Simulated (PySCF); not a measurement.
A structure optimised at r2SCAN-D4/def2-TZVP, used in a PySCF frequency run:

```
Si
F 1 1.5835
F 1 1.5835 2 107.82
F 1 1.5835 2 107.82 3 116.17
```
Charge 0, spin multiplicity 2.

**Question.** Write its SMILES, formula and point group.

**Answer.** F[Si](F)F, F3Si, C3v

**Question.** What are its rotational constants (standard atomic weights)?

**Answer.** 7.3977, 7.3977, 4.0615 GHz
